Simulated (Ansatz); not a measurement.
C3H7AlO2 can be A, `O/C=C(/O)[CH2][AlH2]`, or B, `C[O][Al]1[CH2]C[O]1`.

Computed with Ansatz on PBE0-D4/def2-TZVP structures; ΔE is electronic, products minus reactants. CCSD(T)/CBS adds triple-zeta CCSD(T) − MP2 to the extrapolated MP2 energy (def2 sets, frozen cores). DFT in def2-TZVPP. B3LYP here is the variant with VWN-RPA as its local correlation; programs differ in this. One conformer a species, not always the lowest.

A:

Z-matrix (Å, degrees):
```
Al
C 1 2.039
C 1 2.388 2 67.2
C 1 2.207 2 39.8 3 27.1
H 1 1.587 2 114.5 3 108.3
H 1 1.586 2 119.1 3 -85.6
H 2 1.087 1 108.2 3 84.1
H 2 1.086 1 124.7 3 -138.8
O 3 1.381 1 96.4 2 -86.4
H 3 1.086 1 126.8 2 140.8
O 4 1.347 1 114.9 2 113.2
H 9 0.961 3 109.5 1 -69.4
H 11 0.963 4 109.2 1 -69.4
```

B:

```xyz
13

C     1.1327   -1.4505    2.2684
O     1.0135   -0.4579    1.2950
Al    0.0967    0.0808    0.0146
C    -0.0607    1.4655   -1.3334
C    -1.3026    0.6172   -1.6908
O    -1.3312   -0.4851   -0.7541
H     1.0976   -1.0032    3.2667
H     2.0924   -1.9658    2.1625
H     0.3341   -2.1968    2.1996
H    -0.2915    2.4794   -1.0071
H     0.6923    1.5080   -2.1201
H    -1.2439    0.2177   -2.7079
H    -2.2295    1.1906   -1.5933
```

Question: Which is lower in electronic energy at CCSD(T)/CBS, and by how much? (Estimate.)

Answer: Ansatz gave: B, by 294.8 kJ/mol.

Question: Give E(B) − E(A) in kJ/mol with CCSD(T)/def2-TZVPP, PBE-D4, PBE0-D4, ωB97M-V, MP2/def2-TZVPP, B3LYP, B3LYP-D4. (An estimate is asked.)

Answer: Computed: CCSD(T)/def2-TZVPP -293.6, PBE-D4 -260.9, PBE0-D4 -273.3, ωB97M-V -284.7, MP2/def2-TZVPP -303.1, B3LYP -297.4, B3LYP-D4 -288.9. None reverses the order clearly.

Largest T1 diagnostic: 0.013.

In def2-TZVPP, CCSD(T) changes the Hartree–Fock value by +22.3 kJ/mol (the triples alone add +9.1 kJ/mol) and MP2 by +12.8 kJ/mol. From PBE to PBE0 (25 % exact exchange), in def2-TZVPP and without D4, E(B) − E(A) moves by −11.6 kJ/mol.
